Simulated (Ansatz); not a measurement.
Ansatz (a first-principles code) input (B3LYP-D3(BJ)/def2-TZVP):

Ansatz 0.2 input:
```yaml
crystal:
  periodic: [false, false, false]
  atoms:
    - {symbol: Ta, position_ang: [0.12687551, 0.10851018, -0.11867552]}
    - {symbol: O, position_ang: [1.29653666, 0.98793565, -1.18195592]}
    - {symbol: O, position_ang: [1.14425989, -0.73872487, 1.08796678]}
    - {symbol: H, position_ang: [1.73156964, -1.17791287, 1.71776155]}
    - {symbol: O, position_ang: [-0.75226210, -0.99760088, -1.21981823]}
    - {symbol: H, position_ang: [-1.19840020, -1.57637735, -1.85304754]}
    - {symbol: O, position_ang: [-0.90826979, 1.38711215, 0.59004329]}
    - {symbol: H, position_ang: [-1.44214712, 2.10931530, 0.94810550]}
basis:
  gaussian:
    orbitals: def2-TZVP
hamiltonian:
  xc: b3lyp
  dispersion: d3bj
total_charge: 1
magnetization: {spin_polarized: true, initial_magnetization: 1}
relax: {f_tol: 0.002, max_steps: 150}
```

Output:

```
Functional definition: B3LYP
integrals: 0.10 GiB planned
1110 factors; their error is unknown
mean field: 1.13 GiB planned
mean field evaluation 1: about -9761.1270 eV, gradient 9.7e1 eV
mean field evaluation 2: about -9655.4373 eV, gradient 1.9e2 eV
mean field evaluation 4: about -9788.6698 eV, gradient 1.3e1 eV
mean field evaluation 8: about -9789.3293 eV, gradient 9.3e-2 eV
mean field evaluation 16: about -9789.3461 eV, gradient 2.3e-3 eV
mean field evaluation 32: about -9789.3468 eV, gradient 1.6e-3 eV
mean field evaluation 64: about -9789.1886 eV, gradient 1.1e0 eV
mean field -9789.34680972 eV, -359.7518597995 hartree, gradient 6.1e-10 eV, S^2 0.755891; 4 other end points of the search recorded, 0 dependent functions left out
the calculation of the forces begins
reference -9789.34705270 eV, -359.7518687290 hartree; 24, 23 occupied and 158, 159 virtual orbitals, 1110 factors
relax step   1: F+E_penalty+E_count = -9789.60403046 eV  Δ(F+E_penalty+E_count) = +0.000e0 eV  max|allowed force component| = 2.301e0 eV/Å  Δτ_max = 0.0000 Å  (283 SCF iters, accepted)
these checks for a lower state are left out or cut short: starts, cluster_reference, orbital_swaps, neighbouring_geometries, increment
integrals: 0.09 GiB planned
1110 factors; their error is unknown
mean field: 1.12 GiB planned
mean field -9789.69044997 eV, -359.7644883459 hartree, gradient 5.5e-8 eV, S^2 0.756456; 0 other end points of the search recorded, 0 dependent functions left out
the calculation of the forces begins
reference -9789.69069736 eV, -359.7644974374 hartree; 24, 23 occupied and 158, 159 virtual orbitals, 1110 factors
relax step   2: F+E_penalty+E_count = -9789.94195995 eV  Δ(F+E_penalty+E_count) = -3.379e-1 eV  max|allowed force component| = 3.874e-1 eV/Å  Δτ_max = 0.1287 Å  (118 SCF iters, accepted)
these checks for a lower state are left out or cut short: starts, cluster_reference, orbital_swaps, neighbouring_geometries, increment
integrals: 0.09 GiB planned
1110 factors; their error is unknown
mean field: 1.12 GiB planned
mean field evaluation 96: about -9789.7010 eV, gradient 6.8e-6 eV
mean field -9789.70103277 eV, -359.7648772566 hartree, gradient 6.8e-6 eV, S^2 0.756260; 0 other end points of the search recorded, 0 dependent functions left out
the calculation of the forces begins
reference -9789.70127994 eV, -359.7648863400 hartree; 24, 23 occupied and 158, 159 virtual orbitals, 1110 factors
relax step   3: F+E_penalty+E_count = -9789.95278663 eV  Δ(F+E_penalty+E_count) = -1.083e-2 eV  max|allowed force component| = 1.407e-1 eV/Å  Δτ_max = 0.0251 Å  (69 SCF iters, accepted)
these checks for a lower state are left out or cut short: starts, cluster_reference, orbital_swaps, neighbouring_geometries, increment
integrals: 0.09 GiB planned
1110 factors; their error is unknown
mean field: 1.12 GiB planned
mean field -9789.70896017 eV, -359.7651685831 hartree, gradient 4.3e-6 eV, S^2 0.756051; 0 other end points of the search recorded, 0 dependent functions left out
the calculation of the forces begins
reference -9789.70920729 eV, -359.7651776647 hartree; 24, 23 occupied and 158, 159 virtual orbitals, 1110 factors
relax step   4: F+E_penalty+E_count = -9789.96086394 eV  Δ(F+E_penalty+E_count) = -8.077e-3 eV  max|allowed force component| = 2.101e-1 eV/Å  Δτ_max = 0.0410 Å  (68 SCF iters, accepted)
these checks for a lower state are left out or cut short: starts, cluster_reference, orbital_swaps, neighbouring_geometries, increment
integrals: 0.09 GiB planned
1110 factors; their error is unknown
mean field: 1.12 GiB planned
mean field -9789.71535994 eV, -359.7654037702 hartree, gradient 3.5e-6 eV, S^2 0.755933; 0 other end points of the search recorded, 0 dependent functions left out
the calculation of the forces begins
reference -9789.71560708 eV, -359.7654128525 hartree; 24, 23 occupied and 158, 159 virtual orbitals, 1110 factors
relax step   5: F+E_penalty+E_count = -9789.96729220 eV  Δ(F+E_penalty+E_count) = -6.428e-3 eV  max|allowed force component| = 2.759e-1 eV/Å  Δτ_max = 0.0569 Å  (62 SCF iters, accepted)
these checks for a lower state are left out or cut short: starts, cluster_reference, orbital_swaps, neighbouring_geometries, increment
integrals: 0.09 GiB planned
[...]
reference -9789.72073053 eV, -359.7656011358 hartree; 24, 23 occupied and 158, 159 virtual orbitals, 1110 factors
relax step   8: F+E_penalty+E_count = -9789.97239019 eV  Δ(F+E_penalty+E_count) = -3.885e-4 eV  max|allowed force component| = 5.716e-2 eV/Å  Δτ_max = 0.0150 Å  (116 SCF iters, accepted)
these checks for a lower state are left out or cut short: starts, cluster_reference, orbital_swaps, neighbouring_geometries, increment
integrals: 0.09 GiB planned
1110 factors; their error is unknown
mean field: 1.12 GiB planned
mean field evaluation 192: about -9789.7210 eV, gradient 5.7e-7 eV
mean field -9789.72104851 eV, -359.7656128215 hartree, gradient 5.8e-8 eV, S^2 0.755912; 0 other end points of the search recorded, 0 dependent functions left out
the calculation of the forces begins
reference -9789.72129526 eV, -359.7656218893 hartree; 24, 23 occupied and 158, 159 virtual orbitals, 1110 factors
relax step   9: F+E_penalty+E_count = -9789.97299489 eV  Δ(F+E_penalty+E_count) = -6.047e-4 eV  max|allowed force component| = 6.590e-2 eV/Å  Δτ_max = 0.0136 Å  (133 SCF iters, accepted)
these checks for a lower state are left out or cut short: starts, cluster_reference, orbital_swaps, neighbouring_geometries, increment
integrals: 0.09 GiB planned
1110 factors; their error is unknown
mean field: 1.11 GiB planned
mean field -9789.67576401 eV, -359.7639486469 hartree, gradient 8.7e-7 eV, S^2 0.756099; 0 other end points of the search recorded, 0 dependent functions left out
the calculation of the forces begins
reference -9789.67600987 eV, -359.7639576819 hartree; 24, 23 occupied and 158, 159 virtual orbitals, 1110 factors
relax step  10: F+E_penalty+E_count = -9789.92788702 eV  Δ(F+E_penalty+E_count) = +4.511e-2 eV  max|allowed force component| = 1.166e0 eV/Å  Δτ_max = 0.1516 Å  (123 SCF iters, rejected (line search))
these checks for a lower state are left out or cut short: starts, cluster_reference, orbital_swaps, neighbouring_geometries, increment
integrals: 0.09 GiB planned
1110 factors; their error is unknown
mean field: 1.11 GiB planned
mean field evaluation 224: about -9789.7211 eV, gradient 4.5e-5 eV
mean field -9789.72108433 eV, -359.7656141380 hartree, gradient 1.5e-7 eV, S^2 0.755923; 0 other end points of the search recorded, 0 dependent functions left out
the calculation of the forces begins
reference -9789.72133066 eV, -359.7656231902 hartree; 24, 23 occupied and 158, 159 virtual orbitals, 1110 factors
relax step  11: F+E_penalty+E_count = -9789.97313522 eV  Δ(F+E_penalty+E_count) = -1.403e-4 eV  max|allowed force component| = 2.815e-1 eV/Å  Δτ_max = 0.0758 Å  (123 SCF iters, accepted)
these checks for a lower state are left out or cut short: starts, cluster_reference, orbital_swaps, neighbouring_geometries, increment
integrals: 0.09 GiB planned
1110 factors; their error is unknown
mean field: 1.12 GiB planned
mean field -9789.71092298 eV, -359.7652407150 hartree, gradient 8.2e-6 eV, S^2 0.755985; 0 other end points of the search recorded, 0 dependent functions left out
the calculation of the forces begins
reference -9789.71116844 eV, -359.7652497356 hartree; 24, 23 occupied and 158, 159 virtual orbitals, 1110 factors
relax step  12: F+E_penalty+E_count = -9789.96365696 eV  Δ(F+E_penalty+E_count) = +9.478e-3 eV  max|allowed force component| = 3.247e-1 eV/Å  Δτ_max = 0.0896 Å  (69 SCF iters, rejected (line search))
these checks for a lower state are left out or cut short: starts, cluster_reference, orbital_swaps, neighbouring_geometries, increment
integrals: 0.09 GiB planned
1110 factors; their error is unknown
mean field: 1.12 GiB planned
mean field evaluation 256: about -9789.7236 eV, gradient 2.2e-5 eV
mean field -9789.72364499 eV, -359.7657082403 hartree, gradient 4.0e-6 eV, S^2 0.755853; 0 other end points of the search recorded, 0 dependent functions left out
the calculation of the forces begins
reference -9789.72389158 eV, -359.7657173024 hartree; 24, 23 occupied and 158, 159 virtual orbitals, 1110 factors
relax step  13: F+E_penalty+E_count = -9789.97564788 eV  Δ(F+E_penalty+E_count) = -2.513e-3 eV  max|allowed force component| = 4.779e-2 eV/Å  Δτ_max = 0.0448 Å  (73 SCF iters, accepted)
these checks for a lower state are left out or cut short: starts, cluster_reference, orbital_swaps, neighbouring_geometries, increment
integrals: 0.09 GiB planned
1110 factors; their error is unknown
mean field: 1.12 GiB planned
mean field -9789.71911728 eV, -359.7655418501 hartree, gradient 1.2e-6 eV, S^2 0.755999; 0 other end points of the search recorded, 0 dependent functions left out
the calculation of the forces begins
reference -9789.71936353 eV, -359.7655508995 hartree; 24, 23 occupied and 158, 159 virtual orbitals, 1110 factors
relax step  14: F+E_penalty+E_count = -9789.97116497 eV  Δ(F+E_penalty+E_count) = +4.483e-3 eV  max|allowed force component| = 6.879e-2 eV/Å  Δτ_max = 0.0500 Å  (71 SCF iters, rejected (line search))
these checks for a lower state are left out or cut short: starts, cluster_reference, orbital_swaps, neighbouring_geometries, increment
integrals: 0.09 GiB planned
1110 factors; their error is unknown
mean field: 1.12 GiB planned
mean field evaluation 288: about -9789.7243 eV, gradient 1.9e-5 eV
mean field -9789.72432907 eV, -359.7657333798 hartree, gradient 8.3e-6 eV, S^2 0.755858; 0 other end points of the search recorded, 0 dependent functions left out
the calculation of the forces begins
reference -9789.72457555 eV, -359.7657424378 hartree; 24, 23 occupied and 158, 159 virtual orbitals, 1110 factors
relax step  15: F+E_penalty+E_count = -9789.97637203 eV  Δ(F+E_penalty+E_count) = -7.242e-4 eV  max|allowed force component| = 2.960e-2 eV/Å  Δτ_max = 0.0250 Å  (66 SCF iters, accepted)
these checks for a lower state are left out or cut short: starts, cluster_reference, orbital_swaps, neighbouring_geometries, increment
integrals: 0.09 GiB planned
1110 factors; their error is unknown
mean field: 1.12 GiB planned
mean field -9789.72443300 eV, -359.7657371990 hartree, gradient 5.4e-6 eV, S^2 0.755906; 0 other end points of the search recorded, 0 dependent functions left out
the calculation of the forces begins
reference -9789.72467939 eV, -359.7657462538 hartree; 24, 23 occupied and 158, 159 virtual orbitals, 1110 factors
relax step  16: F+E_penalty+E_count = -9789.97644762 eV  Δ(F+E_penalty+E_count) = -7.559e-5 eV  max|allowed force component| = 4.602e-2 eV/Å  Δτ_max = 0.0250 Å  (72 SCF iters, accepted)
these checks for a lower state are left out or cut short: starts, cluster_reference, orbital_swaps, neighbouring_geometries, increment
integrals: 0.09 GiB planned
1110 factors; their error is unknown
mean field: 1.12 GiB planned
mean field evaluation 320: about -9789.7249 eV, gradient 1.4e-5 eV
mean field -9789.72485764 eV, -359.7657528045 hartree, gradient 2.0e-6 eV, S^2 0.755877; 0 other end points of the search recorded, 0 dependent functions left out
the calculation of the forces begins
reference -9789.72510403 eV, -359.7657618591 hartree; 24, 23 occupied and 158, 159 virtual orbitals, 1110 factors
relax step  17: F+E_penalty+E_count = -9789.97690969 eV  Δ(F+E_penalty+E_count) = -4.621e-4 eV  max|allowed force component| = 3.859e-3 eV/Å  Δτ_max = 0.0139 Å  (67 SCF iters, accepted)
these checks for a lower state are left out or cut short: starts, cluster_reference, orbital_swaps, neighbouring_geometries, increment
integrals: 0.09 GiB planned
1110 factors; their error is unknown
mean field: 1.12 GiB planned
mean field -9789.72486962 eV, -359.7657532447 hartree, gradient 7.1e-7 eV, S^2 0.755888; 0 other end points of the search recorded, 0 dependent functions left out
the calculation of the forces begins
reference -9789.72511601 eV, -359.7657622994 hartree; 24, 23 occupied and 158, 159 virtual orbitals, 1110 factors
relax step  18: F+E_penalty+E_count = -9789.97691415 eV  Δ(F+E_penalty+E_count) = -4.451e-6 eV  max|allowed force component| = 2.195e-3 eV/Å  Δτ_max = 0.0027 Å  (114 SCF iters, accepted)
these checks for a lower state are left out or cut short: starts, cluster_reference, orbital_swaps, neighbouring_geometries, increment
integrals: 0.09 GiB planned
1110 factors; their error is unknown
mean field: 1.12 GiB planned
mean field -9789.72487857 eV, -359.7657535737 hartree, gradient 9.1e-6 eV, S^2 0.755887; 0 other end points of the search recorded, 0 dependent functions left out
the calculation of the forces begins
reference -9789.72512497 eV, -359.7657626286 hartree; 24, 23 occupied and 158, 159 virtual orbitals, 1110 factors
relax step  19: F+E_penalty+E_count = -9789.97691781 eV  Δ(F+E_penalty+E_count) = -3.668e-6 eV  max|allowed force component| = 1.578e-3 eV/Å  Δτ_max = 0.0012 Å  (62 SCF iters, accepted)
integrals: 0.09 GiB planned
1110 factors; their error is unknown
mean field: 1.12 GiB planned
mean field evaluation 352: about -9604.4920 eV, gradient 2.2e2 eV
mean field evaluation 384: about -9789.7249 eV, gradient 6.9e-5 eV
mean field -9789.72487857 eV, -359.7657535737 hartree, gradient 9.1e-6 eV, S^2 0.755887; 5 other end points of the search recorded, 0 dependent functions left out
the calculation of the forces begins
reference -9789.72512497 eV, -359.7657626286 hartree; 24, 23 occupied and 158, 159 virtual orbitals, 1110 factors
Total energy: -9789.97716421 eV, -359.7750248999 hartree
Atom 0 at     0.188935     0.136184    -0.173525 Å, force     0.001271     0.000537    -0.001578 eV/Å
Atom 1 at     1.428442     1.054944    -1.298265 Å, force    -0.000836    -0.000727     0.001038 eV/Å
Atom 2 at     1.242234    -0.703519     1.075270 Å, force    -0.000889     0.000709    -0.000335 eV/Å
Atom 3 at     1.612361    -1.198839     1.815079 Å, force     0.000429    -0.000399     0.000155 eV/Å
Atom 4 at    -0.727074    -0.972933    -1.315850 Å, force    -0.000271     0.000446     0.001571 eV/Å
Atom 5 at    -1.320402    -1.600424    -1.744667 Å, force     0.000075    -0.000232    -0.000747 eV/Å
Atom 6 at    -0.945235     1.336770     0.625287 Å, force     0.000754    -0.000585    -0.000291 eV/Å
Atom 7 at    -1.481098     2.050075     0.987051 Å, force    -0.000533     0.000251     0.000187 eV/Å
Dipole moment:    -0.484968    -0.345278     0.438950 e Å
```

The spin state was set by rule; other spins were not relaxed.
